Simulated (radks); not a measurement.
The numbers below are computed, except where a source is named.
Orbital eigenvalues (eV) of the platinum ion Pt2+, [Xe] 4f14 5d8, at several levels of relativity; Dirac values are averaged over j with weights 2j + 1. Spin-unpolarised spherical Kohn-Sham, PBE, point nucleus unless stated (finite: rms radius 5.427 fm), a radial shooting solver on a logarithmic mesh with Libxc functionals. A level marked "c x" has the speed of light scaled by that factor and shares open shells by 2j + 1; other Dirac levels either fill j = l - 1/2 first or share by 2j + 1.

shell       non-rel.  scalar-rel., finite nucleus  Dirac, low j first  Dirac, c x 1.25  change of magnitude, last against first (%)
3s           -2777.9                      -3256.3             -3249.4          -3057.2                                       +10.05
3p           -2560.1                      -2722.2             -2739.1          -2668.6                                        +4.23
3d           -2153.9                      -2142.1             -2136.4          -2144.0                                        -0.46
4s           -596.20                      -716.20             -714.55          -665.98                                       +11.70
4p           -502.82                      -540.98             -545.27          -528.44                                        +5.10
4d           -331.45                      -327.87             -326.84          -328.83                                        -0.79
4f           -102.90                      -91.104             -90.602          -95.230                                        -7.46
5s           -100.55                      -122.70             -122.31          -113.35                                       +12.73
5p           -71.413                      -76.847             -77.572          -75.141                                        +5.22
5d           -26.628                      -25.879             -25.770          -26.131                                        -1.87
6s (empty)   -19.141                      -22.124             -22.086          -20.873                                        +9.05
6p (empty)   -13.635                      -14.349             -14.423          -14.118                                        +3.54
